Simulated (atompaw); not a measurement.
# What one change does to a pseudopotential (Ni (Z = 28), PAW (atompaw))

- Element: nickel (Ni)
- Generator: atompaw 4.2.0.5
- Type: PAW
- Functional: LDA (PW92)
- Relativity: scalar-relativistic
- Frozen core: [Ar]
- Valence charge: 10
- Reference configuration: 3d8 4s2 4p0
- Partial waves: 4s (bound): rc 1.80 bohr; 4s channel at 2.5 Ry: rc 3.00 bohr; 4p (bound, empty): rc 3.00 bohr; 4p channel at 2.6 Ry: rc 3.00 bohr; 3d (bound): rc 1.45 bohr; 3d channel at 0.6 Ry: rc 1.45 bohr
- Local potential: ultrasoft scheme with l = 3 at 0 Ry, radius 2.00 bohr
- Core correction: smooth core density matched at 2.25 bohr
- Augmentation charge: sinc compensation charge, radius 2.95 bohr; PAW radius 3.00 bohr; waves and projectors: custom polynom2 7 10 vanderbiltortho

Change: augmentation sinc compensation charge, radius 2.95 bohr; PAW radius 3.00 bohr; waves and projectors: custom polynom vanderbiltortho.

Cutoffs: the cutoffs (Ry, on a coarse ladder) from which the occupation-weighted sum of valence levels, in a spherical-Bessel basis at the reference potential, stays within 10 and 1 mRy of its value at 400 Ry; they do not see the model core or the augmentation charge, which bear on the density cutoff.

Task: What does the change do?

Result: The range in which the s phases agree widens (upper end 2.6 → 4.4); the range in which the p phases agree widens (upper end 3.4 → at the end of the scan); neither file shows a bound ghost.

```tsv
quantity	base	changed
cutoff, loose	230 Ry	70 Ry
cutoff, tight	over 300 Ry	110 Ry
loose cutoff by channel (10 mRy a level)	s 12 Ry, d 30 Ry	s 10 Ry, d 40 Ry
bound ghosts	none	none
s: phases at 3.02 bohr within 0.05 rad from the reference energy up to (Ry; the scan ends near 5)	2.6	4.4
p: phases at 3.02 bohr within 0.05 rad from the reference energy up to (Ry; the scan ends near 5)	3.4	to the end of the scan
d: phases at 3.02 bohr within 0.05 rad from the reference energy up to (Ry; the scan ends near 5)	4.2	4.4
lowest overlap eigenvalue by channel	s 0.64, p 0.83, d 0.98	s 0.04, p 0.57, d 0.99
```

 The cutoffs see the waves, projectors and local potential, not the compensation charge or the core.
